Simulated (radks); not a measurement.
Results of a calculation; reference values are marked as such.
Species: Sn13+. Configuration: [Kr] 4f1 (not the ground configuration).

Level of theory: scalar-relativistic Kohn-Sham, PBE, spin-polarised, spherical densities, finite nucleus; open shells are filled with parallel spins first (spin-orbit coupling, left out, can overturn this in heavy ions); Fermi nuclear charge, rms radius 4.6519 fm (a radial shooting solver on a logarithmic mesh with Libxc functionals).

Energy parts (hartree):
| part | energy |
|---|---|
| total | -6116.83384 |
| kinetic | 6389.50795 |
| electron-nucleus | -14392.52392 |
| Hartree | 2040.53050 |
| exchange-correlation | -154.34837 |

Orbitals (lengths in bohr, moments of r in powers of bohr; <r^-3> diverges for s and p1/2; r(max) is where P^2 peaks):
| orbital | occ. | eigenvalue (hartree) | <r> | <r^-3> | <r^4> | r(max) |
|---|---|---|---|---|---|---|
| 1s down | 1 | -1077.128 | 0.02906 | - | 3.407e-06 | 0.01878 |
| 1s up | 1 | -1077.128 | 0.02906 | - | 3.407e-06 | 0.01878 |
| 2s down | 1 | -171.9481 | 0.1255 | - | 0.0005909 | 0.1061 |
| 2s up | 1 | -171.9479 | 0.1255 | - | 0.0005909 | 0.1061 |
| 2p down | 3 | -155.5018 | 0.1095 | 4698 | 0.0004249 | 0.08494 |
| 2p up | 3 | -155.5014 | 0.1095 | 4698 | 0.0004249 | 0.08494 |
| 3s up | 1 | -41.59068 | 0.3378 | - | 0.02586 | 0.3067 |
| 3s down | 1 | -41.57869 | 0.3377 | - | 0.02582 | 0.3067 |
| 3p up | 3 | -36.21403 | 0.3357 | 880.9 | 0.02716 | 0.2999 |
| 3p down | 3 | -36.20198 | 0.3356 | 881.5 | 0.02711 | 0.2998 |
| 3d up | 5 | -27.99218 | 0.3114 | 122.0 | 0.02410 | 0.2494 |
| 3d down | 5 | -27.98239 | 0.3112 | 122.1 | 0.02402 | 0.2494 |
| 4s up | 1 | -14.44576 | 0.7633 | - | 0.6065 | 0.7211 |
| 4s down | 1 | -14.39268 | 0.7629 | - | 0.6058 | 0.7206 |
| 4p up | 3 | -12.66638 | 0.7994 | 198.5 | 0.7499 | 0.7506 |
| 4p down | 3 | -12.61263 | 0.7991 | 198.8 | 0.7495 | 0.7500 |
| 4f up | 1 | -7.12365 | 0.9404 | 3.543 | 1.686 | 0.7991 |
| 4f down | 0 | -7.07054 | 0.9404 | 3.553 | 1.688 | 0.7978 |

The highest occupied level is 4f up at -193.84 eV. The spin density at the nucleus is -1.990 e/bohr^3 (1s 0.013, 2s -0.029, 3s -1.286, 4s -0.687). The density falls to 0.001 e/bohr^3 at r = 2.03 bohr.
